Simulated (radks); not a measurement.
The numbers below are computed, except where a source is named.
Q: Coherent X-ray form factor from a spherical all-electron density. Level of theory: Dirac Kohn-Sham, BLYP, spin-unpolarised, spherical densities, finite nucleus; Fermi nuclear charge, rms radius of each element as measured or else 0.836 A^(1/3) + 0.57 fm (a radial shooting solver on a logarithmic mesh with Libxc functionals).

sin(theta)/lambda (1/angstrom),f0 (electrons)
0.05,3.945
0.1,3.789
0.15,3.554
0.2,3.271
0.25,2.972
0.3,2.683
0.4,2.201
0.5,1.873
0.6,1.669
0.8,1.444
1,1.279
1.25,1.069
1.5,0.865
2,0.540

The species is in the configuration that NIST lists as its ground one. Which atom or ion scatters so?

A: The nitrogen ion N3+, [He] 2s2. Extrapolating in s^2 from the first two rows gives f0(0) = 4.0, near the electron count 4; among species with that count, the fall with angle is slower the higher Z, and the table is that of Z = 7; from so few rows the species is fixed only to a neighbour or two.
